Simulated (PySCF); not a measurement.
CuF, SMILES [F][Cu] (connectivity only; charge and spin as stated), charge +1, multiplicity 2.

The structure is a stationary point at PBE0-D3(BJ)/def2-TZVPD. The multiplicity is an assumed one; other spin states were not compared.

Level of theory: M06-2X/def2-TZVPD run with PySCF.

Isolated molecule, no solvent.

Computed frontier levels, dipole moment and polarisability:
```json
{
  "α spin, highest occupied and lowest empty level": "-19.46 and -10.14 eV",
  "β spin, highest occupied and lowest empty level": "-19.21 and -11.60 eV",
  "dipole_moment_about_the_centre_of_nuclear_charge": "5.64 D",
  "mean_static_polarisability": "14.3 bohr³ (2.12 Å³)",
  "polarisability_principal_values": "9.3, 9.3, 24.3 bohr³",
  "⟨S²⟩": "0.753 (pure state 0.75)"
}
```
